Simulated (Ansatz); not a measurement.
`F[SiH2]CBr` + HBr → `BrC[SiH2]Br` + H–F  (ligand exchange at the Si–F bond)

Computed with Ansatz on PBE0-D4/def2-TZVP structures; ΔE is electronic, products minus reactants. CBS: MP2 limit from def2 TZ/QZ plus the TZ coupled-cluster correction, frozen cores. This one scheme is used for every species. Functionals use def2-TZVPP. B3LYP here is the variant with VWN-RPA as its local correlation; programs differ in this. For Br outer-core shells are correlated without core-valence functions, which leaves a few kJ/mol of doubt a bond. Scalar relativity is left out up to krypton. One conformer a species, not always the lowest.

CCSD(T)/CBS gives +28.0 kJ/mol.

(1) Another level gave +26.8 kJ/mol. Which?
A. MP2/def2-TZVPP
B. B3LYP/def2-TZVPP
C. SCS-MP2/def2-TZVPP
D. B2PLYP/def2-TZVPP

Largest T1 diagnostic among the species: 0.009.

Answers

(1) A. MP2/def2-TZVPP 26.8, SCS-MP2/def2-TZVPP 35.0, B2PLYP 39.1, B3LYP 43.6 kJ/mol.

In def2-TZVPP, CCSD(T) changes the Hartree–Fock value by −14.3 kJ/mol (the triples alone add −2.9 kJ/mol) and MP2 by −21.5 kJ/mol. The D4 term adds −6.5 kJ/mol with B3LYP and −3.5 kJ/mol with PBE0; it sums over pairs of atoms, weighted by their polarisabilities, and B3LYP, whose exchange is more repulsive, gets the larger term.

CCSD(T)/CBS has its own doubt, a few kJ/mol and more with outer-core shells, so smaller differences from it don't rank the levels.
